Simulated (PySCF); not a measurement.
C2H5O, SMILES C([O-])C, charge -1. Atoms are numbered in the order given.

```xyz
8

C     -0.2060     1.1842     0.0000
C      0.4804    -0.2180     0.0000
O     -0.3614    -1.2533     0.0000
H      0.5410     2.0166     0.0000
H     -0.8555     1.2833    -0.8969
H     -0.8555     1.2833     0.8969
H      1.2074    -0.1767     0.8991
H      1.2074    -0.1767    -0.8991
```
Charge -1, spin multiplicity 1.

The structure is a stationary point at PBE-D3(BJ)/def2-SVPD.

The numbers are results of PBE-D3(BJ)/def2-SVPD (PySCF 2.14.0), not measurements.

Frequencies are harmonic and unscaled.

| mode | ν (cm⁻¹) | IR (km/mol) | moving atoms (share of kinetic energy) |
|---|---|---|---|
| 1 | 269 | 0.7 | H 88 % |
| 2 | 416 | 5.9 | O 35 %, H 33 %, C 33 % |
| 3 | 743 | 1.4 | H 92 % |
| 4 | 803 | 17.4 | C 50 %, H 44 % |
| 5 | 996 | 69.2 | C 53 %, H 40 % |
| 6 | 1110 | 0.5 | H 55 %, C 41 % |
| 7 | 1199 | 244.1 | C 39 %, O 38 %, H 23 % |
| 8 | 1207 | 8.3 | H 92 % |
| 9 | 1252 | 11.1 | H 73 %, C 24 % |
| 10 | 1312 | 117.7 | H 74 %, C 25 % |
| 11 | 1365 | 1.3 | H 96 % |
| 12 | 1379 | 41.3 | H 93 % |
| 13 | 1409 | 18.1 | H 92 %, C 8 % |
| 14 | 2383 | 543.0 | H 91 %, C 9 % |
| 15 | 2463 | 654.0 | H 96 % |
| 16 | 2866 | 157.1 | H 97 % |
| 17 | 2967 | 95.7 | H 92 %, C 8 % |
| 18 | 2995 | 75.5 | H 91 %, C 9 % |
